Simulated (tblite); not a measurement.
Here is a computed GFN2-xTB geometry (Å):
```
atom  x, y, z in Å
N1     0.7722   -0.2804   -2.9767
C2     0.8500   -0.6728   -1.9077
C3     0.9625   -1.1618   -0.5548
C4     0.4698   -0.1048    0.4390
S5     0.9289   -0.6081    2.1303
O6    -0.9191    0.0151    0.2923
C7    -1.4971    1.0692    0.9553
F8    -1.0868    2.2641    0.4259
H9     0.3474   -2.0591   -0.4471
H10    2.0067   -1.4094   -0.3486
H11    0.9705    0.8582    0.2628
H12   -2.5785    0.9938    0.8082
H13   -1.2308    1.0964    2.0250
```

Doublet state.

Q: Read off the bonds between heavy atoms and their formal orders.

A: N1–C2 1.14 Å (triple); C2–C3 1.44 Å (single); C3–C4 1.53 Å (single); C4–S5 1.82 Å (single); C4–O6 1.40 Å (single); O6–C7 1.37 Å (single); C7–F8 1.37 Å (single). Bonds to hydrogen (Å): C3–H9 1.09; C3–H10 1.09; C4–H11 1.10; C7–H12 1.09; C7–H13 1.10.

Q: Give the structure as a SMILES string.

A: `N#CC[C@H]([S])OCF`, C4H5FNOS.

Q: What is the point group of this geometry?

A: C1 (no symmetry element, even within 0.4 Å).

Q: Describe the place of each heavy atom.

A: N1: nitrogen bonded to C; C2: carbon bonded to C and N; C3: carbon bonded to 2 C and 2 H; C4: carbon bonded to C, O, S and H; S5: sulfur bonded to C; O6: oxygen bonded to 2 C; C7: carbon bonded to F, O and 2 H; F8: fluorine bonded to C.

Q: What is the arrangement about C4?

A: It has 4 neighbours (C3, S5, O6, H11) and is tetrahedral (angles from 106.0° to 111.7°).

Q: What is the arrangement about C3?

A: It has 4 neighbours (C2, C4, H9, H10) and is tetrahedral (angles from 108.8° to 110.4°).
